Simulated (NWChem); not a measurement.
Molecule: InBr$_{2}$F; SMILES [F][In]([Br])[Br]

This build's default masses of Se (78.918 u) and Br (79.917 u) are each other's, which moves their modes by up to 0.6 %. def2 effective core potentials on In; no spin-orbit coupling.

Problem. Give the equilibrium geometry at PBE0/def2-SVP with def2 effective core potentials on In (NWChem) as a Z-matrix, with the point group.

Solution. point group C2v; any orientation.
```
In
F 1 1.9451
Br 1 2.4492 2 117.70
Br 1 2.4492 2 117.70 3 180.00
```
